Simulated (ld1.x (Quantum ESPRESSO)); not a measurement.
# An all-electron radial function and its pseudo partner (Nd)

Columns: radius, all-electron u(r) and pseudo u(r) of the 5s shell (level -53.39 eV) of neodymium in the configuration [Kr] 4d10 4f4 5s2 5p6 5d0 6s0 6p0; revPBE, scalar-relativistic, TM scheme, ld1.x (Quantum ESPRESSO) 7.5.

```
r (bohr)  all-electron  pseudo
   0.175        0.3253  0.1518
   0.350       -0.2309  0.3011
   0.525       -0.4977  0.4452
   0.700       -0.0597  0.5803
   0.875        0.4646  0.7008
   1.050        0.8100  0.7974
   1.225        0.9593  0.8584
   1.400        0.9675  0.8727
   1.575        0.8929  0.8362
   1.750        0.7791  0.7556
   1.925        0.6544  0.6482
   2.100        0.5348  0.5341
   2.275        0.4283  0.4282
   2.450        0.3376  0.3376
   2.625        0.2630  0.2630
   2.800        0.2030  0.2030
   2.975        0.1556  0.1556
   3.150        0.1186  0.1186
   3.325        0.0899  0.0899
   3.500        0.0679  0.0679
   3.675        0.0511  0.0511
   3.850        0.0383  0.0383
   4.025        0.0286  0.0286
   4.200        0.0214  0.0214
   4.375        0.0159  0.0159
   4.550        0.0118  0.0118
```

**Question.** How many radial nodes do the two functions have?

**Answer.** The all-electron 5s function has n − l − 1 = 4 (the table is too coarse to show those close to the nucleus); the pseudo-wave has 0, since the states of the same l below it are removed with the core.

**Question.** At about which radius was the pseudo-wave matched?

**Answer.** 2.40 bohr, where the columns begin to agree (steps of 0.17 bohr).

**Question.** Is the pseudo-wave norm-conserving?

**Answer.** Yes: the TM scheme keeps the norm inside the radius equal to the all-electron one, which fixes the energy derivative of the logarithmic derivative at the level.
